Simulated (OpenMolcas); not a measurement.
**Pt2+: moving or changing the point charges**

Pt2+ among 4 point charges of -2 e arranged as a tetrahedron (Td), 2.13 Å from the ion.

```json
{
  "Program": "OpenMolcas",
  "Method": "CASSCF",
  "Basis": "ANO-RCC-VDZP [7s6p4d2f]",
  "Scalar Hamiltonian": "DKH2, point nucleus",
  "Active space": "8 electrons in 5 orbitals (5d)",
  "State averaging": "2S+1 = 3 even, 10 roots; 2S+1 = 1 even, 15 roots",
  "Spin-orbit coupling": "state interaction with AMFI integrals over the reference wave functions"
}
```

Runs around this geometry, states (labels of Td). Energies in cm-1 above the lowest state or level, χT in cm3 K/mol; under a threefold ground state the first gap can be a small split of the lowest multiplet, not the spin-orbit step; 10Dq and B are least-squares fits to the states below 45000 cm-1, weighted by degeneracy, with a free offset, and given where the rms deviation is under 5 % of |10Dq| (or 100 cm-1) and under 700 cm-1; 10Dq is negative for this site.

```csv
R (Å),q (e),Ground state,First state of that spin,10Dq,B (rms of fit),First gap with spin-orbit (degeneracies),χT at 300 K,First state of another spin
2.13,-1.6,3T1,3T2 2234,-2595,832 (90),"682.0 (1, 3)",2.195,1T2 11902
1.92,-2,3T1,3T2 3333,-3813,804 (153),"853.5 (1, 3)",1.787,1E 11600
2.13,-2,3T1,3T2 2495,-2882,824 (140),"728.1 (1, 3)",2.076,1T2 11983
2.35,-2,3T1,3T2 1791,-2085,835 (70),"565.8 (1, 3)",2.493,1T2 11775
```

Taking |10Dq| as R^-n, n = -ln(2085 / 3813) / ln(2.35 / 1.92) = 3.0 between the shortest and longest distance. The point-charge formula for a cubic d site gives n = 5.

Scaling the charges by -1.6 / -2 = 0.80 scales |10Dq| by 2595 / 2882 = 0.90; with fixed orbitals a first-order splitting would follow the charge.

An orbital triplet at a regular site is open to Jahn-Teller coupling, which can distort the site and quench the lowest spin-orbit gaps and is left out. Without dynamic correlation the repulsion within the d shell is too large (B by tens of per cent), so at a given field states of lower spin stand too high. Real 4d8 and 5d8 ions are as a rule square planar and diamagnetic. The ground term spreads over less than 5000 cm-1, several times less than with real ligands, so orbital moments are less quenched and χT lies further from the spin-only value than at real sites (holds for R = 2.13, q = -1.6; R = 2.35, q = -2). This is an electrostatic model: the charges have no orbitals. No measured value stands beside these numbers.
